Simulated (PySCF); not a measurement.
# SMILES C=C1C(=C)C(Br)=C1Cl, C6H4BrCl

Geometry (Å), atoms numbered from 1 in this order:
```xyz
12

C    -0.8400   -1.8178   -0.0686
C    -0.0397   -0.7683   -0.0299
C    -0.2010    0.7175    0.0254
C    -1.1972    1.5823    0.0580
C     1.2706    0.8044    0.0257
Br    2.4416    2.2513    0.0793
C     1.4207   -0.5460   -0.0246
Cl    2.7410   -1.5994   -0.0666
H    -0.4488   -2.8198   -0.1069
H    -1.9095   -1.7034   -0.0635
H    -2.2218    1.2558    0.0480
H    -1.0146    2.6427    0.0976
```

Method used: GIAO wB97X-D/pcSseg-1 magnetisability, rotational g tensor and spin-rotation constants, non-relativistic, gas phase (PySCF). Geometry: GFN2-xTB.

The calculation is non-relativistic, which matters for the atoms heavier than Zn.

Give the nuclear spin-rotation constants along the inertial axes (H = +C I·J) beside the isotropic shieldings.

Rotational constants 1.5238, 0.8833, 0.5592 GHz. A star marks the isotopologue with that one atom substituted, in its own axes.
| atom | isotope | Caa (kHz) | Cbb (kHz) | Ccc (kHz) | mean (kHz) | σ (ppm) |
| --- | --- | --- | --- | --- | --- | --- |
| Br6 | 79Br | 1.054 | 2.071 | 0.832 | 1.319 | 2135.4 |
| Cl8 | 35Cl | 0.565 | 0.132 | 0.106 | 0.268 | 746.8 |
| H9 | 1H | -0.014 | -0.008 | -0.067 | -0.029 | 26.7 |
| H10 | 1H | -0.118 | 0.054 | -0.067 | -0.044 | 26.7 |
| H11 | 1H | -0.030 | 0.004 | -0.067 | -0.031 | 26.6 |
| H12 | 1H | 0.105 | -0.075 | -0.067 | -0.012 | 26.6 |
| C1 | 13C* | 0.455 | 0.344 | 0.059 | 0.286 | 87.2 |
| C2 | 13C* | 0.559 | 0.434 | 0.100 | 0.365 | 34.1 |
| C3 | 13C* | 0.755 | 0.327 | 0.097 | 0.393 | 34.2 |
| C4 | 13C* | 0.588 | 0.269 | 0.059 | 0.306 | 86.1 |
| C5 | 13C* | 0.643 | 0.376 | 0.113 | 0.377 | 32.0 |
| C7 | 13C* | 0.541 | 0.458 | 0.115 | 0.371 | 25.3 |

For the geometry as given, no vibrational averaging.

How do the rotational constants and the g tensor change when H9, H10, H11, H12 are replaced by deuterium?

Constants 1.4095, 0.8386, 0.5258 GHz; g -0.0214, -0.0128, -0.0002, against -0.0230, -0.0135, -0.0002 before.
